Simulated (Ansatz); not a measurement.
A set of 12 reactions (atomization), with CCSD(T)/CBS values in kJ/mol:

```tsv
reaction	ΔE
`BBC=N` → 2 B• + C• + 5 H• + N•	3232.3
`CBC(O)(F)F` → B• + 2 C• + 2 F• + 5 H• + O•	4275.3
`O[Si](O)(O)[O][Ge]([F])([F])[O][Si](O)(O)O` → 2 F• + Ge• + 6 H• + 8 O• + 2 Si•	8350.0
`S/C=[N]/[GeH2][Cl]` → C• + Cl• + Ge• + 4 H• + N• + S•	2931.0
`C[O][Al]([O]C)[O]C` → Al• + 3 C• + 9 H• + 3 O•	6317.1
`[NH2][In]([NH2])[Cl]` → Cl• + 4 H• + In• + 2 N•	2409.9
`F[C@H]1C[Si@H]1[SiH3]` → 2 C• + F• + 7 H• + 2 Si•	4105.7
`[Cl][GeH]` → Cl• + Ge• + H•	699.1
`BOCC` → B• + 2 C• + 7 H• + O•	4246.5
`BN(C)[SiH2][SiH3]` → B• + C• + 10 H• + N• + 2 Si•	5096.8
`ClB(Cl)[SiH2][GeH3]` → B• + 2 Cl• + Ge• + 5 H• + Si•	2970.9
`C[O][GeH3]` → C• + Ge• + 6 H• + O•	2941.9
```

Computed with Ansatz on PBE0-D4/def2-TZVP structures; ΔE is electronic, products minus reactants. CBS: MP2 limit from def2 TZ/QZ plus the TZ coupled-cluster correction, frozen cores. This one scheme is used for every species, atoms too. DFT in def2-TZVPP. B3LYP here is the variant with VWN-RPA as its local correlation; programs differ in this. Open shells (•) are unrestricted, without spin–orbit coupling. Spin–orbit coupling would lower the free atoms: a little for Al, B, C, Cl, F, O, S, Si; clearly for Ge; strongly for In. Elements past krypton have def2 core potentials. Bonds to Ge, In are less sure, by a few kJ/mol each and by 10 to 20 or more in all where they break to atoms, as the def2 sets lack core-valence functions. Scalar relativity is left out up to krypton. One conformer a species, not always the lowest.

Q: Give the mean, mean absolute and largest difference (level minus CCSD(T)/CBS, kJ/mol) for: PBE-D4, r2SCAN-D4, PBE0-D4, B3LYP-D4, ωB97X-V, B2PLYP, PBE, r2SCAN, HF/def2-TZVPP, SCS-MP2/def2-TZVPP, CCSD/def2-TZVPP, CCSD(T)/def2-TZVPP, SCS-MP2/def2-QZVPP, HF/CBS(def2). (Estimate.)

A: Computed: 
| level | mean | mean absolute | largest |
| --- | --- | --- | --- |
| PBE-D4 | 59.0 | 59.0 | 146.0 |
| r2SCAN-D4 | 7.3 | 24.6 | -51.2 |
| PBE0-D4 | -18.6 | 39.1 | -208.6 |
| B3LYP-D4 | -13.9 | 33.0 | -169.1 |
| ωB97X-V | 11.0 | 22.4 | -61.7 |
| B2PLYP | -51.4 | 53.5 | -188.9 |
| PBE | 35.2 | 44.6 | 128.5 |
| r2SCAN | 1.2 | 24.4 | -69.5 |
| HF/def2-TZVPP | -1113.6 | 1113.6 | -2637.6 |
| SCS-MP2/def2-TZVPP | -55.9 | 55.9 | -82.1 |
| CCSD/def2-TZVPP | -168.0 | 168.0 | -428.0 |
| CCSD(T)/def2-TZVPP | -106.8 | 106.8 | -271.1 |
| SCS-MP2/def2-QZVPP | 15.8 | 20.6 | 101.9 |
| HF/CBS(def2) | -1105.8 | 1105.8 | -2605.3 |

The largest T1 diagnostic in the set is 0.018, for Al• (customary mark 0.045).

CCSD(T)/CBS is a level of theory with its own doubt, and the functionals carry their triple-zeta basis error, so these figures describe this set and don't rank the functionals.
